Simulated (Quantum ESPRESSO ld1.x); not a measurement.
Input (ld1.x (Quantum ESPRESSO 7.5)):

```
 &input
    atom='Kr',
    iswitch=1,
    rel=1,
    lsd=1,
    dft='SLA-VWN',
    config='[Ar] 3d10 4s2 4p1.5 4f0.5',
    prefix='ld1',
    max_out_wfc=37,
    file_charge='ld1.rho',
 /
```

Command: `OMP_NUM_THREADS=1 ld1.x < ld1.in > ld1.out`

It prints:

```
     Program LD1 v.7.5 starts

     --------------------------- All-electron run ----------------------------

     scalar relativistic calculation

     atomic number is 36.00
     dft =SLA-VWN   lsd =1 sic =0 latt =0  beta=0.20 tr2=1.0E-14
     Exchange-correlation= SLA-VWN
                           (   1   2   0   0   0   0   0)
     mesh =2025 r(mesh) = 100.33164 a.u. xmin = -8.00 dx = 0.00800
     1 Ry =  13.60569312 eV, c = 137.03599908

     n l     nl                  e(Ry)          e(Ha)          e(eV)
     1 0     1S 1( 1.00)     -1043.5676      -521.7838    -14198.4599
     2 0     2S 1( 1.00)      -141.3631       -70.6815     -1923.3426
     2 1     2P 1( 3.00)      -125.6409       -62.8205     -1709.4317
     3 0     3S 1( 1.00)       -23.7859       -11.8930      -323.6242
     3 1     3P 1( 3.00)       -18.7746        -9.3873      -255.4419
     3 2     3D 1( 5.00)       -10.4445        -5.2222      -142.1043
     4 0     4S 1( 1.00)        -5.6385        -2.8193       -76.7160
     4 1     4P 1( 1.50)        -4.4118        -2.2059       -60.0255
     4 3     4F 1( 0.50)        -1.4155        -0.7078       -19.2589
     1 0     1S 2( 1.00)     -1043.5546      -521.7773    -14198.2831
     2 0     2S 2( 1.00)      -141.3547       -70.6773     -1923.2281
     2 1     2P 2( 3.00)      -125.6290       -62.8145     -1709.2693
     3 0     3S 2( 1.00)       -23.7686       -11.8843      -323.3881
     3 1     3P 2( 3.00)       -18.7549        -9.3774      -255.1731
     3 2     3D 2( 5.00)       -10.4201        -5.2100      -141.7725
     4 0     4S 2( 1.00)        -5.4881        -2.7440       -74.6691
     4 1     4P 2( 0.00)        -4.2579        -2.1289       -57.9311
     4 3     4F 2( 0.00)        -1.3250        -0.6625       -18.0273

     final scf error:  7.7E-15 reached in  28 iterations

     Etot =   -5562.974158 Ry,   -2781.487079 Ha,  -75688.119242 eV
     Total magnetization:    2.00 Bohr mag.

     Ekin =    5688.802108 Ry,    2844.401054 Ha,   77400.095722 eV
     Encl =  -13285.202068 Ry,   -6642.601034 Ha, -180754.382411 eV
     Eh   =    2215.696948 Ry,    1107.848474 Ha,   30146.092734 eV
     Exc  =    -182.271147 Ry,     -91.135573 Ha,   -2479.925287 eV

     normalization and overlap integrals

     s(1S/1S) =  1.000000  <r> =   0.0415  <r2> =    0.0023  r(max) =   0.0271
     s(1S/2S) = -0.006435
     s(1S/3S) = -0.002503
     s(1S/4S) = -0.000967
     s(2S/2S) =  1.000000  <r> =   0.1838  <r2> =    0.0398  r(max) =   0.1539
     s(2S/3S) = -0.001487
     s(2S/4S) = -0.000558
     s(2P/2P) =  1.000000  <r> =   0.1602  <r2> =    0.0314  r(max) =   0.1230
     s(2P/3P) = -0.001208
     s(2P/4P) = -0.000419
     s(3S/3S) =  1.000000  <r> =   0.5307  <r2> =    0.3238  r(max) =   0.4679
     s(3S/4S) = -0.000341
     s(3P/3P) =  1.000000  <r> =   0.5402  <r2> =    0.3414  r(max) =   0.4642
     s(3P/4P) = -0.000277
     s(3D/3D) =  1.000000  <r> =   0.5520  <r2> =    0.3742  r(max) =   0.4084
     s(4S/4S) =  1.000000  <r> =   1.4161  <r2> =    2.2611  r(max) =   1.2719
     s(4P/4P) =  1.000000  <r> =   1.5760  <r2> =    2.8157  r(max) =   1.4000
     s(4F/4F) =  1.000000  <r> =   3.1523  <r2> =   11.3078  r(max) =   2.7414
     s(1S/1S) =  1.000000  <r> =   0.0415  <r2> =    0.0023  r(max) =   0.0271
     s(1S/2S) = -0.006435
     s(1S/3S) = -0.002504
     s(1S/4S) = -0.000973
     s(2S/2S) =  1.000000  <r> =   0.1838  <r2> =    0.0398  r(max) =   0.1539
     s(2S/3S) = -0.001487
     s(2S/4S) = -0.000562
     s(2P/2P) =  1.000000  <r> =   0.1602  <r2> =    0.0314  r(max) =   0.1230
     s(2P/3P) = -0.001209
     s(2P/4P) = -0.000421
     s(3S/3S) =  1.000000  <r> =   0.5305  <r2> =    0.3234  r(max) =   0.4679
     s(3S/4S) = -0.000344
     s(3P/3P) =  1.000000  <r> =   0.5398  <r2> =    0.3407  r(max) =   0.4642
     s(3P/4P) = -0.000278
     s(3D/3D) =  1.000000  <r> =   0.5504  <r2> =    0.3716  r(max) =   0.4084
     s(4S/4S) =  1.000000  <r> =   1.4133  <r2> =    2.2549  r(max) =   1.2719
     s(4P/4P) =  1.000000  <r> =   1.5777  <r2> =    2.8268  r(max) =   1.4000
     s(4F/4F) =  1.000000  <r> =   3.3272  <r2> =   12.6057  r(max) =   2.8993

     ------------------------ End of All-electron run ------------------------
```

Run on one thread of a shared host, so times are rough (Intel(R) Xeon(R) Processor @ 2.60GHz): 0.72 s of CPU time, 0.74 s wall, 28 iterations on 2025 mesh points.
